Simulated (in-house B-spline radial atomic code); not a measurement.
Successive ionisation energies of terbium; each step leads to the configuration of the next row (after the last: [Ar] 3d10 4s2 4p1/2(2) 4p3/2(2)). Dirac energy differences include first-order Breit, QED and recoil terms. NIST's values go from ground level to ground level; the uncertainty of those that are theory runs from under 0.1 % in few-electron ions to several per cent in heavy many-electron ones. Computed with an all-electron radial atomic-structure program (B-spline basis): Dirac-Hartree-Fock, jj configuration that fills j = l - 1/2 first, finite nuclei.

Some pairs differ by more than the removed electron.

A number in brackets counts the electrons of a j subshell.

| ion | configuration | ionisation energy (eV) | tabulated value (eV) | tabulated kind | computed minus tabulated (eV) | highest orbital | largest mean radius (bohr) |
| --- | --- | --- | --- | --- | --- | --- | --- |
| Tb12+ | [Kr] 4d10 4f5/2(5) 5s2 | 236.1 | 250 | tabulated theory | -13.9 | 4f5/2 | 1.1385 |
| Tb13+ | [Kr] 4d10 4f5/2(4) 5s2 | 267.9 | 273 | tabulated theory | -5.1 | 5s1/2 | 1.1144 |
| Tb14+ | [Kr] 4d10 4f5/2(5) | 283.8 | 294 | tabulated theory | -10.2 | 4f5/2 | 0.64889 |
| Tb15+ | [Kr] 4d10 4f5/2(4) | 317.0 | 325 | tabulated theory | -8.0 | 4f5/2 | 0.63158 |
| Tb16+ | [Kr] 4d10 4f5/2(3) | 351.5 | 358 | tabulated theory | -6.5 | 4f5/2 | 0.61563 |
| Tb17+ | [Kr] 4d10 4f5/2(2) | 387.3 | 393 | tabulated theory | -5.7 | 4f5/2 | 0.60086 |
| Tb18+ | [Kr] 4d10 4f5/2(1) | 424.2 | 426.6 | tabulated theory | -2.4 | 4f5/2 | 0.58712 |
| Tb19+ | [Kr] 4d10 | 613.6 | 613 | tabulated theory | 0.6 | 4d5/2 | 0.57074 |
| Tb20+ | [Kr] 4d3/2(4) 4d5/2(5) | 652.3 | 651 | tabulated theory | 1.3 | 4d5/2 | 0.56415 |
| Tb21+ | [Kr] 4d3/2(4) 4d5/2(4) | 691.7 | 690 | tabulated theory | 1.7 | 4d5/2 | 0.55805 |
| Tb22+ | [Kr] 4d3/2(4) 4d5/2(3) | 731.8 | 732 | tabulated theory | -0.2 | 4d5/2 | 0.55212 |
| Tb23+ | [Kr] 4d3/2(4) 4d5/2(2) | 772.5 | 772 | tabulated theory | 0.5 | 4d5/2 | 0.54634 |
| Tb24+ | [Kr] 4d3/2(4) 4d5/2(1) | 813.8 | 816 | tabulated theory | -2.2 | 4d5/2 | 0.54072 |
| Tb25+ | [Kr] 4d3/2(4) | 866.2 | 866 | tabulated theory | 0.2 | 4d3/2 | 0.52907 |
| Tb26+ | [Kr] 4d3/2(3) | 909.0 | 909 | tabulated theory | 0.0 | 4d3/2 | 0.52466 |
| Tb27+ | [Kr] 4d3/2(2) | 952.6 | 954 | tabulated theory | -1.4 | 4d3/2 | 0.52083 |
| Tb28+ | [Kr] 4d3/2(1) | 996.7 | 997 | tabulated theory | -0.3 | 4d3/2 | 0.51705 |
| Tb29+ | [Ar] 3d10 4s2 4p6 | 1164.9 | 1165 | tabulated theory | -0.1 | 4p3/2 | 0.51331 |
| Tb30+ | [Ar] 3d10 4s2 4p1/2(2) 4p3/2(3) | 1209.8 | 1208 | tabulated theory | 1.8 | 4p3/2 | 0.50938 |
